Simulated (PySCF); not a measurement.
Correlation energy of Se⁺ (selenium, charge +1)

[Ar] 3d10 4s2 4p3, high-spin 4S determinant. All numbers are calculated (PySCF 2.14, the spin-free X2C one-electron Hamiltonian (Gaussian nucleus), in cc-pVDZ-DK). Frozen: [Ar] 3d10; 5 electrons correlated.

MP2 pair energies summed by pair of shells (mhartree):

```
 pair  energy  share (%)
4s-4p  -36.71       65.3
4p-4p  -13.12       23.3
4s-4s   -6.38       11.3
```

Total MP2 correlation energy: -56.21 mhartree.

Same-spin part -15.07 and opposite-spin part -41.14 mhartree; SCS-MP2 scales them by 1/3 and 6/5 to -54.39 mhartree.

```csv
level,correlation energy (mhartree)
CCSD,-70.88
(T),-0.62
CCSD(T),-71.50
```

Diagnostics: T1 = 0.0012, D1 = 0.0033, largest double amplitude 0.057.

Cost of the coupled-cluster step: 0.13 s of wall time on 1 thread of Neoverse-N1 (shared host), for 5 correlated electrons.

Iterations:

```
CC2 = 0
CCSD nocc = (np.int64(4), np.int64(1)), nmo = (13, 13)
frozen orbitals [[0, 1, 2, 3, 4, 5, 6, 7, 8, 9, 10, 11, 12, 13], [0, 1, 2, 3, 4, 5, 6, 7, 8, 9, 10, 11, 12, 13]]
max_cycle = 100
direct = 0
conv_tol = 1e-08
conv_tol_normt = 1e-06
diis_space = 8
diis_start_cycle = 0
Init t2, MP2 energy = -0.0562088722230151
Init E_corr(UCCSD) = -0.0562088722374954
cycle = 1  E_corr(UCCSD) = -0.0677153580378098  dE = -0.0115064858  norm(t1,t2) = 0.0357326
cycle = 2  E_corr(UCCSD) = -0.0700974139656014  dE = -0.00238205593  norm(t1,t2) = 0.00918745
cycle = 3  E_corr(UCCSD) = -0.0708897843208578  dE = -0.000792370355  norm(t1,t2) = 0.00287685
cycle = 4  E_corr(UCCSD) = -0.0708767071326439  dE = 1.30771882e-05  norm(t1,t2) = 0.000291103
cycle = 5  E_corr(UCCSD) = -0.0708772417116068  dE = -5.34578963e-07  norm(t1,t2) = 3.39253e-05
cycle = 6  E_corr(UCCSD) = -0.0708769933872563  dE = 2.48324351e-07  norm(t1,t2) = 6.48893e-06
cycle = 7  E_corr(UCCSD) = -0.0708771493297751  dE = -1.55942519e-07  norm(t1,t2) = 6.83456e-07
cycle = 8  E_corr(UCCSD) = -0.0708771034432774  dE = 4.58864977e-08  norm(t1,t2) = 1.18736e-07
cycle = 9  E_corr(UCCSD) = -0.0708771060352667  dE = -2.59198939e-09  norm(t1,t2) = 1.61806e-08
UCCSD converged
E(UCCSD) = -2427.717721893719  E_corr = -0.07087710603526674
UCCSD(T) correction = -0.000623134369177313
```
